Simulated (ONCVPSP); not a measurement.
Transferability test, ONCV potential for zinc

```
Element                 : zinc (Zn)
Generator               : ONCVPSP 4.0.1
Type                    : optimised norm-conserving Vanderbilt (ONCV)
Functional              : PBE
Relativity              : scalar-relativistic
Frozen core             : [Ne]
Valence charge          : 20
Reference configuration : 3s2 3p6 3d10 4s0.5 (charge +1.5)
Partial waves           : 3s+4s: rc 1.00 bohr, ncon 4, nbas 8, qcut 11.2 1/bohr, 2 projectors; 3p: rc 1.10 bohr, ncon 4, nbas 9, qcut 15.1 1/bohr, 2 projectors, debl 0.5 Ha; 3d: rc 1.50 bohr, ncon 4, nbas 9, qcut 8.4 1/bohr, 2 projectors, debl 1.4 Ha
Local potential         : polynomial inside 0.75 bohr (lpopt 5, dvloc0 4 Ha)
Core correction         : none
```

In the p channel the program set the typed energies aside and used -3.621, 0.250 Ha.

Energies are relative to the spin-unpolarised reference configuration 3s2 3p6 3d10 4s0.5; without spin polarisation the order of configurations can differ from experiment.

(1) Give the all-electron excitation energy and the error of the potential for: 3s2 3p6 3d10 4s2; 3s2 3p6 3d10 4s1; 3s2 3p6 3d10 4s0; 3s2 3p6 3d10 4s0 4p1.

Results:

(1)

```tsv
valence configuration	charge	ΔE all-electron (eV)	error AE − PS (meV)
3s2 3p6 3d10 4s2	0	-17.979	+9.0
3s2 3p6 3d10 4s1	+1	-8.091	+1.6
3s2 3p6 3d10 4s0	+2	10.352	-0.1
3s2 3p6 3d10 4s0 4p1	+1	-1.766	0.0
```
